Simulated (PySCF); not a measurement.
## S (sulfur, neutral) across methods

[Ne] 3s2 3p3 3d1, high-spin 5D determinant (an excited configuration). Computed with PySCF 2.14 in aug-cc-pV(T+d)Z (6s5p4d2f, 55 functions), with no relativity, point nucleus. The B2PLYP total includes its PT2 part (frozen core); its orbital energies are those of the SCF part.

```
 method  E (hartree)  mean ε 3s β (eV)  mean ε 3p α (eV)  mean ε 3d α (eV)  Σ⟨r²⟩ (bohr²)   ⟨S²⟩
 B2PLYP    -397.6573           -19.749           -13.160             0.332          35.05  6.001
  M06-L    -397.7751           -17.236           -10.634             1.609          34.92  6.002
    UHF   -397.19462           -20.906           -15.910            -0.915          35.00  6.001
    LDA    -396.3986           -17.528           -10.267             1.535          35.25  6.000
 r2SCAN    -397.7565           -17.245           -10.806             1.450          34.93  6.001
   BLYP    -397.7852           -17.472            -9.898             1.711          35.32  6.001
   PBE0    -397.6479           -18.564           -11.823             0.796          34.93  6.000
wB97X-V    -397.7055           -21.316           -14.141            -0.837          34.82  6.000
```

(1) Estimate the same row for PBE.

The outer electron is Rydberg-like, and this basis confines it to a smaller radius and binds it less than a complete one would.

The highest occupied level is positive at B2PLYP, M06-L, LDA, r2SCAN, BLYP, PBE, PBE0: only the finite basis holds that electron, which in a density functional comes from self-interaction.

## Answers

(1) E (hartree) = -397.6151; mean ε 3s β (eV) = -17.260; mean ε 3p α (eV) = -10.244; mean ε 3d α (eV) = 1.472; Σ⟨r²⟩ (bohr²) = 35.12; ⟨S²⟩ = 6.000.
